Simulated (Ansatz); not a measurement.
`C=C[SiH](F)S[SiH2]Cl` + `O[SiH2][SiH2]F` → `C=C[SiH](F)[SiH2]F` + `O[SiH2]S[SiH2]Cl`  (redistribution)

Program: Ansatz. Geometries: PBE0-D4/def2-TZVP. ΔE: electronic, gas phase. CBS: MP2 limit from def2 TZ/QZ plus the TZ coupled-cluster correction, frozen cores. This one scheme is used for every species. Functionals use def2-TZVPP. B3LYP here is the variant with VWN-RPA as its local correlation; programs differ in this. Each species was taken in one conformer, which may not be the lowest.

| level | ΔE (kJ/mol) |
| --- | --- |
| B3LYP-D4 | 1.2 |
| B3LYP | -2.5 |

**Question.** What does CCSD(T)/CBS give? (Estimate.)

**Answer.** Ansatz gave: +1.9 kJ/mol. The listed levels differ from it by -0.7, -4.4 kJ/mol.

Largest T1 diagnostic among the species: 0.012.

In def2-TZVPP, CCSD(T) changes the Hartree–Fock value by +3.4 kJ/mol (the triples alone add +0.4 kJ/mol) and MP2 by +4.4 kJ/mol. The D4 term adds +3.7 kJ/mol with B3LYP and +2.4 kJ/mol with PBE0; it sums over pairs of atoms, weighted by their polarisabilities, and B3LYP, whose exchange is more repulsive, gets the larger term.
